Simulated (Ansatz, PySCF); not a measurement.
Energy difference R1 → 2 P1, each structure at its B3LYP-D3(BJ)/def2-SVP stationary point, reached from a drawn start (curvature not checked).
R1: Al2Cl6 (SMILES [Cl][Al-]1([Cl])[Cl+][Al-]([Cl])([Cl])[Cl+]1), charge 0, multiplicity 1.
P1: AlCl3 (SMILES [Cl][Al]([Cl])[Cl]), charge 0, multiplicity 1.

P less R. No zero-point or thermal terms.

Codes used: Ansatz (Gaussian orbitals); PySCF for the D3/D4 terms. Each number belongs to the level named beside it.

Q: One of these levels gives 1.390 eV for the reaction energy. Which?
A) PBE/def2-TZVPP
B) HF/cc-pV(D+d)Z
C) PBE-D4/def2-TZVPP

A: C, PBE-D4/def2-TZVPP. The others give 0.779 (HF/cc-pV(D+d)Z), 1.182 (PBE/def2-TZVPP)

Ansatz is a first-principles code.
